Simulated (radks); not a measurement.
Isoelectronic series with 33 electrons, all held in the configuration [Ar] 3d10 4s2 4p3, which need not be the ground one along the series. Method: Dirac Kohn-Sham, BLYP, spin-unpolarised, spherical densities, point nucleus; open shells fill j = l - 1/2 first; computed with a radial shooting solver on a logarithmic mesh with Libxc functionals. Total energies (hartree) and orbital eigenvalues (eV):

| ion | E (hartree) | 4p3/2 | 4p1/2 | 4s1/2 | 3d5/2 |
|---|---|---|---|---|---|
| As | -2261.35281 | -4.9167 | -5.1913 | -14.3286 | -40.0794 |
| Se+ | -2430.16044 | -15.0579 | -15.5038 | -26.6673 | -62.9385 |
| Br2+ | -2605.76555 | -27.8005 | -28.4531 | -41.6282 | -90.0029 |
| Kr3+ | -2788.16478 | -42.8091 | -43.7074 | -58.8759 | -120.8341 |
| Rb4+ | -2977.36609 | -59.9190 | -61.1052 | -78.2539 | -155.2111 |
| Sr5+ | -3173.38400 | -79.0324 | -80.5528 | -99.6731 | -193.0001 |
| Zr7+ | -3585.94905 | -123.0357 | -125.3792 | -148.4318 | -278.4856 |
| Nb8+ | -3802.54379 | -147.8502 | -150.6914 | -175.7100 | -326.0732 |
| Mo9+ | -4026.04926 | -174.5059 | -177.9086 | -204.8958 | -376.8404 |
| Tc10+ | -4256.49510 | -202.9852 | -207.0180 | -235.9780 | -430.7596 |
| Ru11+ | -4493.91288 | -233.2744 | -238.0112 | -268.9497 | -487.8092 |
| Rh12+ | -4738.33603 | -265.3629 | -270.8833 | -303.8068 | -547.9712 |
| Pd13+ | -4989.79970 | -299.2426 | -305.6316 | -340.5481 | -611.2314 |
| Ag14+ | -5248.34081 | -334.9072 | -342.2559 | -379.1738 | -677.5774 |
| Cd15+ | -5513.99795 | -372.3516 | -380.7574 | -419.6863 | -746.9993 |
| In16+ | -5786.81143 | -411.5721 | -421.1389 | -462.0889 | -819.4883 |
| Sn17+ | -6066.82327 | -452.5659 | -463.4043 | -506.3865 | -895.0372 |
| Sb18+ | -6354.07722 | -495.3310 | -507.5589 | -552.5847 | -973.6396 |
